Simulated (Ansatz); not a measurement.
Compare A (`O[SiH2]CBS`) with its isomer B (`CSBO[SiH3]`).

Computed with Ansatz on PBE0-D4/def2-TZVP structures; ΔE is electronic, products minus reactants. CBS: MP2 limit from def2 TZ/QZ plus the TZ coupled-cluster correction, frozen cores. DFT in def2-TZVPP. B3LYP here is the variant with VWN-RPA as its local correlation; programs differ in this. Each species was taken in one conformer, which may not be the lowest.

Q: Which is lower in electronic energy at CCSD(T)/CBS, and by how much? (Best estimate.)

A: Ansatz gave: B, by 10.9 kcal/mol.

Q: Give E(B) − E(A) in kcal/mol with B3LYP-D4, CCSD(T)/def2-TZVPP, r2SCAN-D4, MP2/def2-TZVPP, HF/def2-TZVPP, PBE-D4, B2PLYP. (An estimate is asked.)

A: Computed: B3LYP-D4 -12.6, CCSD(T)/def2-TZVPP -10.9, r2SCAN-D4 -10.6, MP2/def2-TZVPP -10.5, HF/def2-TZVPP -15.3, PBE-D4 -10.1, B2PLYP -12.4. None reverses the order clearly.

Largest T1 diagnostic: 0.013.

In def2-TZVPP, CCSD(T) changes the Hartree–Fock value by +4.4 kcal/mol (the triples alone add +0.1 kcal/mol) and MP2 by +4.8 kcal/mol.
